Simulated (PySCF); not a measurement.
## [TlBr2]-: from structure and modes to constants

All numbers come from B3LYP/[Tl def2-SVPD with ECP60, Br def2-SVPD], scalar-relativistic core potentials, density fitting, no spin–orbit coupling, PySCF.

The singlet minimum has C2v symmetry. Masses (u): Tl 204.97441, Br 78.91834.

```xyz
3
charge -1 multiplicity 1, angstrom
Tl    0.0000    0.0000   -0.7157
Br    2.4088    0.0000    0.9434
Br   -2.4088    0.0000    0.9434
```

Harmonic wavenumbers (cm⁻¹): 36.8 (a1, ×1), 117.9 (b2, ×1), 128.3 (a1, ×1).

Task: Find the principal moments of inertia and the rotational constants. What kind of rotor is it?

Result: About the centre of mass I = 245.45, 915.85, 1161.3 u Å². With B = 16.8576/I this gives 0.06868, 0.01841, 0.01452 cm⁻¹. The molecule is an asymmetric top with κ = -0.86.

Task: What is the harmonic zero-point energy?

Result: Half the sum of all 3 wavenumbers, 283/2 = 142 cm⁻¹, which is 1.7 kJ/mol (1 cm⁻¹ = 0.0119627 kJ/mol).

Task: Find the vibrational entropy and heat capacity at 298.15 K.

Result: With u = 1.43878 ω/T, each mode gives S = R[u/(eᵘ−1) − ln(1−e⁻ᵘ)] and C = R u² eᵘ/(eᵘ−1)².
```csv
ω (cm⁻¹),u,S (J/(mol K)),C (J/(mol K))
36.8,0.178,22.69,8.29
117.9,0.569,13.11,8.09
128.3,0.619,12.43,8.05
```
The sums over all modes are S = 48.2 and C = 24.4 J/(mol K); the softest mode gives 47 % of the entropy.

Other isomers or separated fragments may lie lower. The lowest empty level of this anion is unbound, so it and the gap depend on the basis. Spin–orbit coupling, left out here, can matter for elements this heavy.
